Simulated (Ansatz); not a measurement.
SnTe₂⁻. Charge -1, multiplicity 2. Geometry PBE-D4/def2-SVPD.

```xyz
3

Sn    0.722    1.377    1.735
Te   -1.055   -0.468   -2.040
Te    0.333   -0.909    0.305
```

In the def2 sets Sn, Te take a core potential; there is no spin–orbit coupling. LC-ωPBE has ω = 0.4 bohr⁻¹. At r2SCAN-D4/def2-TZVPD, PBE0-D4/def2-TZVPD the charge -1 doublet is spin-contaminated (final ⟨S²⟩ up to 0.89, 0.75 for a pure state). Another isomer (doublet) lies 0.95 eV lower at PBE0-D4/def2-TZVPD; other spin states weren't run for this one.

(1) Estimate the α-spin orbital energies around the gap (eV) in Ansatz with PBE-D4/def2-TZVPD, r2SCAN-D4/def2-TZVPD, PBE0-D4/def2-TZVPD, BHLYP-D4/def2-TZVPD, LC-ωPBE/def2-TZVPD.

## Answers

(1) 
```json
{"orbital": "HOMO−9", "PBE-D4/def2-TZVPD": "-21.28", "r2SCAN-D4/def2-TZVPD": "-21.97", "PBE0-D4/def2-TZVPD": "-24.21", "BHLYP-D4/def2-TZVPD": "-27.05", "LC-ωPBE/def2-TZVPD": "-27.01"}
{"orbital": "HOMO−8", "PBE-D4/def2-TZVPD": "-11.70", "r2SCAN-D4/def2-TZVPD": "-12.25", "PBE0-D4/def2-TZVPD": "-13.47", "BHLYP-D4/def2-TZVPD": "-15.09", "LC-ωPBE/def2-TZVPD": "-16.94"}
{"orbital": "HOMO−7", "PBE-D4/def2-TZVPD": "-9.41", "r2SCAN-D4/def2-TZVPD": "-9.85", "PBE0-D4/def2-TZVPD": "-10.92", "BHLYP-D4/def2-TZVPD": "-12.31", "LC-ωPBE/def2-TZVPD": "-14.08"}
{"orbital": "HOMO−6", "PBE-D4/def2-TZVPD": "-6.79", "r2SCAN-D4/def2-TZVPD": "-7.22", "PBE0-D4/def2-TZVPD": "-8.18", "BHLYP-D4/def2-TZVPD": "-9.38", "LC-ωPBE/def2-TZVPD": "-11.31"}
{"orbital": "HOMO−5", "PBE-D4/def2-TZVPD": "-3.17", "r2SCAN-D4/def2-TZVPD": "-3.44", "PBE0-D4/def2-TZVPD": "-4.06", "BHLYP-D4/def2-TZVPD": "-4.73", "LC-ωPBE/def2-TZVPD": "-6.20"}
{"orbital": "HOMO−4", "PBE-D4/def2-TZVPD": "-2.41", "r2SCAN-D4/def2-TZVPD": "-2.64", "PBE0-D4/def2-TZVPD": "-3.38", "BHLYP-D4/def2-TZVPD": "-4.15", "LC-ωPBE/def2-TZVPD": "-5.73"}
{"orbital": "HOMO−3", "PBE-D4/def2-TZVPD": "-2.20", "r2SCAN-D4/def2-TZVPD": "-2.42", "PBE0-D4/def2-TZVPD": "-3.09", "BHLYP-D4/def2-TZVPD": "-3.84", "LC-ωPBE/def2-TZVPD": "-5.42"}
{"orbital": "HOMO−2", "PBE-D4/def2-TZVPD": "-0.47", "r2SCAN-D4/def2-TZVPD": "-0.66", "PBE0-D4/def2-TZVPD": "-1.29", "BHLYP-D4/def2-TZVPD": "-1.96", "LC-ωPBE/def2-TZVPD": "-3.59"}
{"orbital": "HOMO−1", "PBE-D4/def2-TZVPD": "-0.44", "r2SCAN-D4/def2-TZVPD": "-0.60", "PBE0-D4/def2-TZVPD": "-1.12", "BHLYP-D4/def2-TZVPD": "-1.81", "LC-ωPBE/def2-TZVPD": "-3.33"}
{"orbital": "HOMO", "PBE-D4/def2-TZVPD": "-0.25", "r2SCAN-D4/def2-TZVPD": "-0.51", "PBE0-D4/def2-TZVPD": "-1.09", "BHLYP-D4/def2-TZVPD": "-1.68", "LC-ωPBE/def2-TZVPD": "-3.11"}
{"orbital": "LUMO", "PBE-D4/def2-TZVPD": "0.45", "r2SCAN-D4/def2-TZVPD": "0.37", "PBE0-D4/def2-TZVPD": "0.87", "BHLYP-D4/def2-TZVPD": "1.53", "LC-ωPBE/def2-TZVPD": "2.50"}
{"orbital": "LUMO+1", "PBE-D4/def2-TZVPD": "1.49", "r2SCAN-D4/def2-TZVPD": "1.65", "PBE0-D4/def2-TZVPD": "2.12", "BHLYP-D4/def2-TZVPD": "2.75", "LC-ωPBE/def2-TZVPD": "3.48"}
{"orbital": "LUMO+2", "PBE-D4/def2-TZVPD": "2.28", "r2SCAN-D4/def2-TZVPD": "2.64", "PBE0-D4/def2-TZVPD": "2.72", "BHLYP-D4/def2-TZVPD": "3.08", "LC-ωPBE/def2-TZVPD": "3.76"}
{"orbital": "LUMO+3", "PBE-D4/def2-TZVPD": "2.57", "r2SCAN-D4/def2-TZVPD": "3.06", "PBE0-D4/def2-TZVPD": "2.95", "BHLYP-D4/def2-TZVPD": "3.26", "LC-ωPBE/def2-TZVPD": "3.87"}
{"orbital": "LUMO+4", "PBE-D4/def2-TZVPD": "2.83", "r2SCAN-D4/def2-TZVPD": "3.27", "PBE0-D4/def2-TZVPD": "3.23", "BHLYP-D4/def2-TZVPD": "3.70", "LC-ωPBE/def2-TZVPD": "4.25"}
{"orbital": "LUMO+5", "PBE-D4/def2-TZVPD": "3.13", "r2SCAN-D4/def2-TZVPD": "3.59", "PBE0-D4/def2-TZVPD": "3.45", "BHLYP-D4/def2-TZVPD": "3.71", "LC-ωPBE/def2-TZVPD": "4.37"}
{"orbital": "β HOMO", "PBE-D4/def2-TZVPD": "-0.41", "r2SCAN-D4/def2-TZVPD": "-0.59", "PBE0-D4/def2-TZVPD": "-1.18", "BHLYP-D4/def2-TZVPD": "-1.73", "LC-ωPBE/def2-TZVPD": "-3.17"}
{"orbital": "β LUMO", "PBE-D4/def2-TZVPD": "0.60", "r2SCAN-D4/def2-TZVPD": "0.90", "PBE0-D4/def2-TZVPD": "1.28", "BHLYP-D4/def2-TZVPD": "1.76", "LC-ωPBE/def2-TZVPD": "2.87"}
```
